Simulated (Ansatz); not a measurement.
`[F][GeH]([F])[SiH3]` + H₂O → `[OH][GeH]([F])[F]` + SiH₄ at 600 K and 1 bar (formal hydrolysis of a Ge–Si bond).

Calculated with Ansatz (gas phase, PBE0-D4/def2-TZVP geometries, no zero-point term in ΔE). CBS: MP2 limit from def2 TZ/QZ plus the TZ coupled-cluster correction, frozen cores. This one scheme is used for every species. For Ge outer-core shells are correlated without core-valence functions, which leaves a few kJ/mol of doubt a bond. Scalar relativity is left out up to krypton. One conformer a species, not always the lowest.

| species | CCSD(T)/CBS energy (Eh) | H − E (kJ/mol) | S (J/(mol·K)) |
| --- | --- | --- | --- |
| `[F][GeH]([F])[SiH3]` | -2567.24983 | 155.5 | 432.2 |
| H₂O | -76.37941 | 76.8 | 212.8 |
| `[OH][GeH]([F])[F]` | -2352.17909 | 115.3 | 379.6 |
| SiH₄ | -291.46306 | 108.7 | 242.3 |

H − E and S are ideal-gas, rigid-rotor, harmonic terms from PBE0-D4/def2-TZVP, for one conformer and one mirror image of each species. 1 Eh = 2625.50 kJ/mol, R = 8.31446 J/(mol·K).

Question: By hand: ΔE, ΔH, ΔS and ΔG.

Answer: ΔE = (-2352.17909) + (-291.46306) − (-2567.24983) − (-76.37941) = -0.01291 Eh = -33.9 kJ/mol. Δ(H − E) = 115.3 + 108.7 − 155.5 − 76.8 = -8.3, so ΔH = -42.2 kJ/mol. ΔS = 379.6 + 242.3 − 432.2 − 212.8 = -23.1 J/(mol·K). ΔG = -42.2 − 600 × (-23.1)/1000 = -28.3 kJ/mol.

Question: By hand: the equilibrium constant, and the temperature at which ΔG would vanish if ΔH and ΔS stayed fixed.

Answer: log₁₀ K = −ΔG/(RT ln 10) = 2.5. ΔG = 0 at ΔH/ΔS = 1827 K.

ΔH outweighs TΔS. A doubt of 5 kJ/mol in ΔE shifts log₁₀ K by 0.4 here. Other conformers and mirror images would add mixing entropy, several J/(mol·K) or more a flexible species. These are equilibria of isolated gas molecules and say nothing of rates. Largest T1 diagnostic: 0.013 (customary marks: 0.02 for closed shells, 0.045 for open ones).
